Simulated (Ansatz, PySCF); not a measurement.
Process, species as SMILES: N[Si](N)(N)O → [NH2] (NH2) + N[Si](N)O (the N-Si bond at the site shown breaks; other sites are not compared here)
Structures are relaxed separately at B3LYP-D3(BJ)/def2-TZVP in Ansatz (a first-principles code), one conformer each, not searched for the lowest.
Geometry of the first species:
```
Si
O 1 1.6556
H 2 0.9599 1 115.49
N 1 1.7090 2 101.04 3 169.86
H 4 1.0056 1 121.94 2 179.50
H 4 1.0062 5 112.52 1 -155.51
N 1 1.7095 2 120.50 3 -74.53
H 7 1.0067 1 121.35 2 77.45
H 7 1.0067 8 112.13 1 152.21
N 1 1.7238 2 105.23 3 40.97
H 10 1.0082 1 119.44 2 -172.25
H 10 1.0082 11 110.65 1 144.93
```

Quantity: bond dissociation energy (enthalpy at 298 K, with B3LYP-D3(BJ) rigid-rotor harmonic-oscillator terms from PySCF), in eV. Cores are frozen in the correlated levels unless marked. Open shells are spin-unrestricted. Spin-orbit coupling is left out. Non-relativistic. CBS(X,Y): correlation extrapolated as X^-3; Hartree-Fock from the larger set.

```json
[
 {"level": "PBE/def2-TZVPD", "program": "Ansatz", "bond dissociation energy (eV)": "4.57"},
 {"level": "revPBE/def2-TZVPD", "program": "Ansatz", "bond dissociation energy (eV)": "(withheld)"},
 {"level": "PBE0/def2-SVP", "program": "Ansatz", "bond dissociation energy (eV)": "4.71"},
 {"level": "PBE0-D4/def2-TZVPD", "program": "Ansatz + dftd4", "bond dissociation energy (eV)": "4.73"},
 {"level": "PBE0/def2-QZVPP", "program": "Ansatz", "bond dissociation energy (eV)": "4.69"},
 {"level": "BHLYP-D4/def2-TZVPD", "program": "Ansatz + dftd4", "bond dissociation energy (eV)": "4.72"},
 {"level": "BHLYP/def2-TZVPD", "program": "Ansatz", "bond dissociation energy (eV)": "4.63"},
 {"level": "r2SCAN0-D4/def2-TZVPD", "program": "Ansatz + dftd4", "bond dissociation energy (eV)": "(withheld)"},
 {"level": "CAM-B3LYP-D3(BJ)/def2-TZVPD", "program": "Ansatz + dftd3", "bond dissociation energy (eV)": "(withheld)"},
 {"level": "LC-wPBE-D4/def2-TZVPD", "program": "Ansatz + dftd4", "bond dissociation energy (eV)": "(withheld)"},
 {"level": "SCS-MP2/cc-pV(T+d)Z", "program": "Ansatz", "bond dissociation energy (eV)": "5.02"},
 {"level": "CCSD(T)/CBS(cc-pV(T+d)Z,cc-pV(Q+d)Z)", "program": "Ansatz", "bond dissociation energy (eV)": "5.02"}
]
```

Q: What belongs in the gaps?

A: 
- revPBE/def2-TZVPD, bond dissociation energy (eV): 4.28
- r2SCAN0-D4/def2-TZVPD, bond dissociation energy (eV): 4.64
- CAM-B3LYP-D3(BJ)/def2-TZVPD, bond dissociation energy (eV): 4.81
- LC-wPBE-D4/def2-TZVPD, bond dissociation energy (eV): 4.86
